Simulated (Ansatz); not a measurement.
A structure relaxed at PBE0-D4/def2-TZVP, charge 0, multiplicity 1:

```xyz
8

N     1.609   -0.318    0.222
Si    0.038    0.305    0.282
Br    0.293    2.227    1.389
O    -0.745    0.433   -1.175
Al   -1.996   -0.493   -0.364
H     1.828   -1.197   -0.215
H     2.354    0.050    0.788
H    -3.382   -1.007   -0.927
```

**Question.** Give its formula and SMILES.

**Answer.** AlBrH3NOSi, `N[Si]1(Br)[O][AlH]1`.

**Question.** Summarise the bond lengths by kind.

**Answer.** 1 × N–Si 1.691 Å; 2 × H–N 1.005 to 1.006 Å; 1 × Br–Si 2.233 Å; 1 × O–Si 1.659 Å; 1 × Al–Si 2.278 Å; 1 × Al–O 1.755 Å; 1 × Al–H 1.582 Å.

Program: Ansatz 0.2.0.
